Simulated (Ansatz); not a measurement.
Mulliken charges of GeH₄O₃ (`[OH][GeH]([OH])[OH]`) from PBE/def2-TZVPP in Ansatz (PBE0-D4/def2-TZVP geometry).

```tsv
atom	x (Å)	y (Å)	z (Å)	charge (e)
O1	-0.510	1.382	-0.857	-0.384
Ge2	-0.082	0.220	0.400	0.626
O3	1.455	-0.578	0.023	-0.391
O4	-1.224	-1.120	0.418	-0.392
H5	-0.823	0.957	-1.660	0.183
H6	-0.072	1.001	1.711	-0.019
H7	2.134	0.027	-0.283	0.184
H8	-0.786	-1.946	0.194	0.194
```

By hand: the dipole of these point charges (1 e Å = 4.8032 D).

Σ q r = (0.146, 0.056, 0.056) e Å, of length 0.166 e Å = 0.80 D.

How does the dipole of the full density compare? (Estimate.)

The calculation gave: (0.241, -0.050, -0.156) e Å, 1.40 D; the point charges give 0.57 times that, at 61° from its direction.

Point charges leave out the atoms' own dipoles, such as those of lone pairs, and Mulliken's split depends on the basis, so the two needn't agree.
